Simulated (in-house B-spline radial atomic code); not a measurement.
O⁺. Computed with a B-spline radial atomic code. Model: all-electron spherical atom, spin shells full or empty, radial basis limit, no spin-orbit coupling, Breit or QED, empty-state partial waves extrapolated as (l+1/2)^-4, RPA, G0W0 and static COHSEX of the highest shell as one setting changes (uncorrelated shells keep exact exchange).

Given: element O; charge 1; filled core He; hamiltonian non-relativistic; mean-field start PBE; highest l of empty states 9; highest mean-field shell 2p up.

Shell: 2s 1 1, 2p 3 0 (electrons up and down).

| natural log step of frequency grid | RPA correlation energy (hartree) | G0W0 level (eV) | G0W0 minus most complete (meV) | RPA minus most complete (millihartree) | linearised minus solved G0W0 (meV) |
| --- | --- | --- | --- | --- | --- |
| 0.25 | -0.34908 | -34.432 | 0 | 0 | -143.1 |
| 0.4 | ? | ? | ? | ? | ? |
| 0.6 | -0.34908 | -34.433 | -0.2 | 0 | -143.1 |
| 0.9 | ? | ? | ? | ? | ? |
| 1.3 | -0.34892 | -34.433 | -0.6 | 0.2 | -145.5 |
| 1.8 | -0.34771 | -34.43 | 2.6 | 1.4 | -132.6 |
| 2.5 | -0.35257 | -34.44 | -7.9 | -3.5 | -122.4 |
| 3.5 | -0.38258 | -34.822 | -389.4 | -33.5 | -206.3 |

What follows for natural log step of frequency grid = 0.4?

RPA correlation energy -0.34908 hartree; G0W0 level -34.432 eV; G0W0 minus most complete 0 meV; RPA minus most complete 0 millihartree; linearised minus solved G0W0 -143.1 meV.

What follows for natural log step of frequency grid = 0.9?

RPA correlation energy -0.34909 hartree; G0W0 level -34.432 eV; G0W0 minus most complete 0.1 meV; RPA minus most complete 0 millihartree; linearised minus solved G0W0 -143.3 meV.
